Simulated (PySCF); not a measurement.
Compound: CH6ClGeP.
Z-matrix (Å and degrees, PBE0-D3(BJ)/def2-SVP geometry), rows numbered from 1:
```
C 
Ge  1  1.9439
P   2  2.3208  1  115.24
Cl  2  2.1725  1  106.70  3   116.33
H   1  1.0999  2  110.08  3    63.60
H   1  1.0990  2  109.46  3   -56.38
H   1  1.0995  2  109.97  3  -176.05
H   2  1.5404  1  112.32  3  -127.48
H   3  1.4318  2   92.36  1   -51.53
H   3  1.4293  2   92.16  1    41.62
```

Level of theory: EOM-IP-CCSD/aug-cc-pVDZ in PySCF, restricted Hartree–Fock reference, frozen core, non-relativistic, gas phase, PBE0-D3(BJ)/def2-SVP geometry.

Hartree–Fock orbital energies give these Koopmans values (eV): HOMO 10.17, HOMO-1 11.57, HOMO-2 11.84, HOMO-3 12.91, HOMO-4 13.37, HOMO-5 13.48, HOMO-6 14.54, HOMO-7 15.70.

Question: What vertical ionisation energies does EOM-IP-CCSD give?

Answer: 
```json
{"leading hole (HF orbital)": "HOMO", "Koopmans (eV)": "10.17", "EOM-IP-CCSD (eV)": "9.70", "change (eV)": "-0.47", "one-hole share": "0.95"}
{"leading hole (HF orbital)": "HOMO-1", "Koopmans (eV)": "11.57", "EOM-IP-CCSD (eV)": "10.76", "change (eV)": "-0.81", "one-hole share": "0.95"}
{"leading hole (HF orbital)": "HOMO-2", "Koopmans (eV)": "11.84", "EOM-IP-CCSD (eV)": "10.97", "change (eV)": "-0.87", "one-hole share": "0.95"}
{"leading hole (HF orbital)": "HOMO-3", "Koopmans (eV)": "12.91", "EOM-IP-CCSD (eV)": "12.02", "change (eV)": "-0.89", "one-hole share": "0.95"}
{"leading hole (HF orbital)": "HOMO-4", "Koopmans (eV)": "13.37", "EOM-IP-CCSD (eV)": "12.47", "change (eV)": "-0.90", "one-hole share": "0.94"}
{"leading hole (HF orbital)": "HOMO-5", "Koopmans (eV)": "13.48", "EOM-IP-CCSD (eV)": "12.51", "change (eV)": "-0.97", "one-hole share": "0.94"}
{"leading hole (HF orbital)": "HOMO-6", "Koopmans (eV)": "14.54", "EOM-IP-CCSD (eV)": "13.66", "change (eV)": "-0.88", "one-hole share": "0.94"}
{"leading hole (HF orbital)": "HOMO-7", "Koopmans (eV)": "15.70", "EOM-IP-CCSD (eV)": "14.56", "change (eV)": "-1.14", "one-hole share": "0.94"}
```

Question: Does the order of the lines follow the orbital energies?

Answer: Yes, no two lines change places. The corrections run from -1.14 to -0.47 eV, with a mean of -0.87 eV over the 8 lines; no line lies above its Koopmans value. Koopmans values leave out both the relaxation of the orbitals and the change in correlation energy.

Question: At what kinetic energies would He II light (40.81 eV) eject these electrons?

Answer: 31.11 eV (HOMO), 30.05 eV (HOMO-1), 29.84 eV (HOMO-2), 28.79 eV (HOMO-3), 28.34 eV (HOMO-4), 28.30 eV (HOMO-5), 27.15 eV (HOMO-6), 26.25 eV (HOMO-7).

Question: What total energy has the lowest final state, and which wavelength reaches it?

Answer: E(CCSD) + ionisation energy = -2917.62366 + 0.35642 = -2917.26724 Eh, at the geometry of the initial state. The threshold wavelength is 1239.84 eV nm/9.70 eV = 127.8 nm.

Lines less than 0.15 eV apart could change places at a higher level. One root was sought for each valence orbital with −ε under 21 eV, eight at most, so deeper holes and satellites are missing; no vibrational structure.

One conformer stands for the species.
